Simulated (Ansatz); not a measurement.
`[F][InH][CH2]O[SiH3]` + `CNC` → `C[N](C)[InH][F]` + `CO[SiH3]` at 298.15 K and 1 bar (ligand exchange at the In–C bond).

Isolated molecules relaxed with PBE0-D4/def2-TZVP in Ansatz; ΔE leaves out vibrations. CCSD(T)/CBS adds triple-zeta CCSD(T) − MP2 to the extrapolated MP2 energy (def2 sets, frozen cores). def2 core potentials past Kr. For In outer-core shells are correlated without core-valence functions, which leaves a few kJ/mol of doubt a bond. Each species was taken in one conformer, which may not be the lowest.

| species | CCSD(T)/CBS energy (Eh) | H − E (kJ/mol) | S (J/(mol·K)) |
| --- | --- | --- | --- |
| `[F][InH][CH2]O[SiH3]` | -695.55094 | 193.8 | 392.1 |
| `CNC` | -135.00321 | 256.9 | 271.4 |
| `C[N](C)[InH][F]` | -424.64012 | 257.9 | 373.2 |
| `CO[SiH3]` | -405.93001 | 192.4 | 298.5 |

H − E and S are ideal-gas, rigid-rotor, harmonic terms from PBE0-D4/def2-TZVP, for one conformer and one mirror image of each species. 1 Eh = 2625.50 kJ/mol, R = 8.31446 J/(mol·K).

Q: By hand: ΔE, ΔH, ΔS and ΔG.

A: ΔE = (-424.64012) + (-405.93001) − (-695.55094) − (-135.00321) = -0.01598 Eh = -42.0 kJ/mol. Δ(H − E) = 257.9 + 192.4 − 193.8 − 256.9 = -0.4, so ΔH = -42.4 kJ/mol. ΔS = 373.2 + 298.5 − 392.1 − 271.4 = 8.2 J/(mol·K). ΔG = -42.4 − 298.15 × (8.2)/1000 = -44.8 kJ/mol.

Q: By hand: the equilibrium constant, and the temperature at which ΔG would vanish if ΔH and ΔS stayed fixed.

A: log₁₀ K = −ΔG/(RT ln 10) = 7.8. ΔH and −TΔS have one sign here, so there is no such temperature.

The number of gas molecules stays the same, so ΔS is small and ΔH decides. A doubt of 5 kJ/mol in ΔE shifts log₁₀ K by 0.9 here. Other conformers and mirror images would add mixing entropy, several J/(mol·K) or more a flexible species. Modes under 60 cm⁻¹, often nearly free rotors, make the harmonic entropy too high. These are equilibria of isolated gas molecules and say nothing of rates. Largest T1 diagnostic: 0.016 (customary marks: 0.02 for closed shells, 0.045 for open ones).

ΔS is within the doubt of such terms, so its sign, and with it that verdict, could turn.
